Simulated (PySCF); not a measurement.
SMILES C[Si](C)(C)c1ccccc1F, GFN2-xTB optimised geometry. Atoms within 1.6 Å of the plane z = 1.5 Å (x, y, z in Å): C1 (-2.74, -1.86, -0.01), Si2 (-0.87, -2.23, 0.00), C4 (-0.42, -3.20, 1.58), C5 (0.08, -0.59, 0.00), C6 (-0.53, 0.66, 0.00), C7 (0.21, 1.83, 0.00), C8 (1.59, 1.78, 0.00), C9 (2.24, 0.56, 0.00), C10 (1.47, -0.59, 0.00), F11 (2.12, -1.78, 0.00), H13 (-3.04, -1.29, 0.86), H14 (-3.31, -2.79, 0.00), H18 (-0.67, -2.64, 2.48), H19 (-0.94, -4.15, 1.62), H20 (0.65, -3.41, 1.61), H21 (-1.61, 0.71, 0.00), H22 (-0.30, 2.79, 0.00), H23 (2.17, 2.70, 0.00), H24 (3.31, 0.49, 0.00).

Method: PBE0/def2-SVP (PySCF). Cells within 0.4 Å of a nucleus heavier than hydrogen are left out (blank, or x).

Map of the Laplacian of the electron density (e/bohr⁵), clipped to [-1.50, 1.50] on the plane z = 1.5 Å:

```
|9999999999999999999999999|
|9999999999999999999999999|
|9999999999999999999999999|
|9999999999999999999999999|
|9999999999999999999999999|
|9999999999999999999999999|
|9999999999999999999999999|
|9999999999999999999999999|
|9999999999999999999999999|
|9999999999999999999999999|
|9999999999999999999999999|
|9999999999999999999999999|
|9999999999999999999999999|
|9999999999999999999999999|
|9999999999999999999999999|
|9999999999999999999999999|
|9999999999999999999999999|
|9999999999999999999999999|
|9999999999989999999999999|
|99999999998x8389999999999|
|9999999999668699999999999|
|9999999999089999999999999|
|9999999999999999999999999|
|9999999999999999999999999|
|9999999999999999999999999|
```
Scale: ten equal steps from -1.50 (start of '0') to 0.124 (end of '9'), in the order '0123456789'; x runs from -5.50 to 5.50, y from -5.50 (bottom) to 5.50 (top).
